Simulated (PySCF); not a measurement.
# How the method changes the shape and vibrations of AlBFH2N

All numbers below are calculated, not measured. They come from PySCF 2.14.0, an open-source quantum chemistry program, on an isolated molecule that a program drew, which may never have been made. The molecule is AlBFH2N (charge 0, singlet), drawn as the SMILES string `FB=[N][AlH2]`.

The geometry was optimised and harmonic frequencies were computed with HF and MP2, all in the cc-pV(D+d)Z basis, for the commonest isotopes, with a restricted reference for singlets and an unrestricted one otherwise, and a frozen core in MP2. Each result is a local minimum of its method.

Geometry at the HF minimum:
```xyz
6
AlBFH2N, angstrom
F    -2.3206    2.8466   -0.0689
B    -1.4555    2.0478    0.4534
N    -0.6177    1.2739    0.9595
Al    0.5680    0.1795    1.6741
H     2.0620    0.6563    1.8370
H     0.1147   -1.2575    2.1383
```

Lengths of the bonds as drawn, in Å (atoms numbered as above):
| bond | HF | MP2 |
|---|---|---|
| F1-B2 | 1.288 | 1.311 |
| B2-N3 | 1.248 | 1.275 |
| N3-Al4 | 1.765 | 1.783 |
| Al4-H5 | 1.577 | 1.575 |
| Al4-H6 | 1.577 | 1.575 |

Rotational constants, in GHz:
| constant | HF | MP2 |
|---|---|---|
| A | 132.9 | 131.7 |
| B | 2.149 | 2.084 |
| C | 2.115 | 2.052 |

Harmonic frequencies in cm^-1, each column in rising order, so a row needn't be the same motion in every method:
```
rank,HF,MP2
1,99,79
2,106,86
3,508,440
4,523,458
5,557,524
6,610,576
7,673,645
8,858,821
9,1186,?
10,1995,1986
11,2006,1989
12,2178,2045
```

**Estimate the missing MP2 frequency from the HF column.**

A single factor s that minimises the squared misfit of MP2 against s times HF over the other rows is sum(HF x MP2) / sum(HF^2) = 0.9668, with an rms misfit of 37 cm^-1. For rank 9 it gives 0.9668 x 1186 = 1147 cm^-1. The calculation gives 1120 cm^-1, 27 cm^-1 below the estimate. The drawn bonds are on average 0.9 % longer in MP2 than in HF.
